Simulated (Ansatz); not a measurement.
Si₃Pt⁺, 4 atoms. Hardware: 4 threads of Arm Neoverse N1 on a shared host.

In the def2 sets Pt takes a core potential; there is no spin–orbit coupling. Correlated methods freeze 15 core orbitals; core or outer-core shells of Pt are correlated, in sets that lack core-valence functions. In CCSD on the charge 1 doublet the largest single amplitude is 0.16, so its Hartree–Fock determinant may place the open shell otherwise than the density functionals do.

Problem. How many basis functions does each of these Ansatz runs have, and roughly what does it cost? BHLYP-D4/def2-TZVP, charge 1 doublet, energy, from earlier orbitals; PBE0-D4/def2-TZVP, charge 0 singlet at the geometry of the charge 1 doublet, energy, from earlier orbitals; r2SCAN-D4/def2-TZVP, charge 1 doublet, energy, from earlier orbitals; CAM-B3LYP-D4/def2-TZVP, charge 1 quartet, energy, from earlier orbitals; CCSD(T)/def2-TZVP, charge 1 doublet, energy, from earlier orbitals; r2SCANh-D4/def2-TZVP, charge 1 quartet, energy, from earlier orbitals; CAM-B3LYP-D4/def2-TZVP, charge 1 doublet, energy, from earlier orbitals; RPA@PBE/def2-TZVP, charge 1 doublet, energy, from earlier orbitals; PBE0-D4/def2-TZVP, charge 0 triplet at the geometry of the charge 1 doublet, energy; B3LYP-D4/def2-SVP, charge 1 doublet, relaxation, 3 steps; PBE-D4/def2-TZVP, charge 1 doublet, energy and forces, from earlier orbitals; r2SCAN-D4/def2-TZVP, charge 0 singlet at the geometry of the charge 1 doublet, energy, from earlier orbitals.

Solution. Other jobs shared the machine, so times can vary by a factor of up to 3. A dash marks memory too small to be measured apart from the calling script's.

```json
{"run": "PBE0-D4/def2-TZVP, charge 0 singlet at the geometry of the charge 1 doublet, energy, from earlier orbitals", "functions": "151", "fitting or Cholesky vectors": "1218", "wall time": "3 s", "peak host memory (GiB)": "–"}
{"run": "PBE-D4/def2-TZVP, charge 1 doublet, energy and forces, from earlier orbitals", "functions": "151", "fitting or Cholesky vectors": "1152", "wall time": "4.6 s", "peak host memory (GiB)": "–"}
{"run": "r2SCAN-D4/def2-TZVP, charge 0 singlet at the geometry of the charge 1 doublet, energy, from earlier orbitals", "functions": "151", "fitting or Cholesky vectors": "1152", "wall time": "6 s", "peak host memory (GiB)": "–"}
{"run": "PBE0-D4/def2-TZVP, charge 0 triplet at the geometry of the charge 1 doublet, energy", "functions": "151", "fitting or Cholesky vectors": "1218", "wall time": "7.5 s", "peak host memory (GiB)": "–"}
{"run": "RPA@PBE/def2-TZVP, charge 1 doublet, energy, from earlier orbitals", "functions": "151", "fitting or Cholesky vectors": "1034", "wall time": "7.5 s", "peak host memory (GiB)": "–"}
{"run": "CAM-B3LYP-D4/def2-TZVP, charge 1 quartet, energy, from earlier orbitals", "functions": "151", "fitting or Cholesky vectors": "1197", "wall time": "8 s", "peak host memory (GiB)": "0.57"}
{"run": "CAM-B3LYP-D4/def2-TZVP, charge 1 doublet, energy, from earlier orbitals", "functions": "151", "fitting or Cholesky vectors": "1197", "wall time": "8.5 s", "peak host memory (GiB)": "0.57"}
{"run": "BHLYP-D4/def2-TZVP, charge 1 doublet, energy, from earlier orbitals", "functions": "151", "fitting or Cholesky vectors": "1328", "wall time": "11 s", "peak host memory (GiB)": "–"}
{"run": "r2SCAN-D4/def2-TZVP, charge 1 doublet, energy, from earlier orbitals", "functions": "151", "fitting or Cholesky vectors": "1152", "wall time": "12 s", "peak host memory (GiB)": "–"}
{"run": "r2SCANh-D4/def2-TZVP, charge 1 quartet, energy, from earlier orbitals", "functions": "151", "fitting or Cholesky vectors": "1152", "wall time": "14 s", "peak host memory (GiB)": "0.56"}
{"run": "B3LYP-D4/def2-SVP, charge 1 doublet, relaxation, 3 steps", "functions": "86", "fitting or Cholesky vectors": "881", "wall time": "15 s", "peak host memory (GiB)": "–"}
{"run": "CCSD(T)/def2-TZVP, charge 1 doublet, energy, from earlier orbitals", "functions": "151", "fitting or Cholesky vectors": "1034", "wall time": "2.2 min", "peak host memory (GiB)": "2.5"}
```
